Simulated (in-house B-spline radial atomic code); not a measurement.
# RPA and G0W0 on CAM-B3LYP: the gallium ion Ga⁺

Configuration [Ar] 3d10 4s2, mean-field start CAM-B3LYP. Computed with a B-spline radial code for spherical atoms: all electrons, scalar-relativistic (spin-free one-electron X2C), finite nucleus, each spin shell either full or empty, empty states to l = 9 with an (l + 1/2)⁻⁴ tail; G0W0 by contour deformation at full frequency.

Command:
```bash
python run_gw.py task.json out
```
Settings (radii: box in bohr, nucleus in fm):
```
Z                        31
electrons                30
configuration            [Ar] 3d10 4s2
hamiltonian              x2c
method                   camb3lyp
lmax                     9
rms_radius               3.9973
spin_polarised           False
box_radius               23.78
intervals                71
ion_configuration        [Ar] 3d10 4s1
```

Time taken, with all properties: 11 s on 1 thread of Arm Neoverse N1, on a shared host.

Energies (hartree):

```
                                     term        value
                         mean-field total  -1943.80742
Hartree-Fock functional on these orbitals  -1942.00150
                      direct second order      -2.6653
                    second-order exchange      0.76393
                         SOSEX correction      0.68631
```

(1) What is the RPA correlation energy, and what remains with SOSEX?

Quasi-particle levels (eV):

| level | occupied | mean field | Σx - vxc | Σc | QP weight | G0W0 |
| --- | --- | --- | --- | --- | --- | --- |
| 4s | yes | -18.753 | -0.40 | ? | ? | ? |
| 4p | no | -7.269 | 2.23 | -1.02 | 0.959 | -6.051 |

G0W0 = mean field + (Σx - vxc) + Σc, with Σc (partial-wave tail included) taken at the quasi-particle energy. Only the outer levels were computed. Levels of low weight are left out.

(2) Where does G0W0 put 4s?

(3) What does it cost to remove one electron (to [Ar] 3d10 4s1) by differences of total energies, each species on its own start (correlation terms add to the Hartree-Fock functional)?

Results:

(1) RPA gives -2.2245 hartree (-2.02 eV per electron); RPA + SOSEX gives -1.5381, and the second-order doubles -1.9014 hartree (no singles). RPA lacks exchange-type terms and so overcorrelates at short range.

(2) At -20.767 eV, with Σc = -1.61 eV and a quasi-particle weight of 0.948. The tabulated removal energy is 20.515 eV (NIST, measured); the calculation leaves out spin-orbit coupling, Breit and QED terms, and what these don't explain is the method's own error.

(3) CAM-B3LYP 20.794 eV, Hartree-Fock functional 18.680 eV, + RPA 20.590 eV, + RPA + SOSEX 20.151 eV, + second order 21.030 eV. Tabulated: 20.515 eV (NIST, measured); the calculation leaves out spin-orbit coupling, Breit and QED terms, and what these don't explain is the method's own error.
